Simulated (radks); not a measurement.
Results of a calculation; reference values are marked as such.
Task: Species: the iridium ion Ir2+. Configuration: [Xe] 4f14 5d7. Level of theory: scalar-relativistic Kohn-Sham, BLYP, spin-unpolarised, spherical densities, finite nucleus; Fermi nuclear charge, rms radius 5.4032 fm (a radial shooting solver on a logarithmic mesh with Libxc functionals). Some entries of the table are withheld. Estimate them.

orbital,occ.,eigenvalue (hartree),r(max) (bohr)
1s,2,-2797.568,0.01082
2s,2,-489.9624,(1)
2p,6,-425.8837,0.05137
3s,2,-115.0884,0.1757
3p,6,(2),0.1745
3d,10,-75.66880,0.1421
4s,2,-25.05068,0.3972
4p,6,-18.90013,(3)
4d,10,-11.33695,0.4262
5s,2,-4.24744,0.8903
4f,14,-2.93096,0.3948
5p,6,-2.65786,1.003
5d,7,-0.89377,1.294

Result: 
(1) 2s r(max) (bohr): 0.06230
(2) 3p eigenvalue (hartree): -96.34273
(3) 4p r(max) (bohr): 0.4174
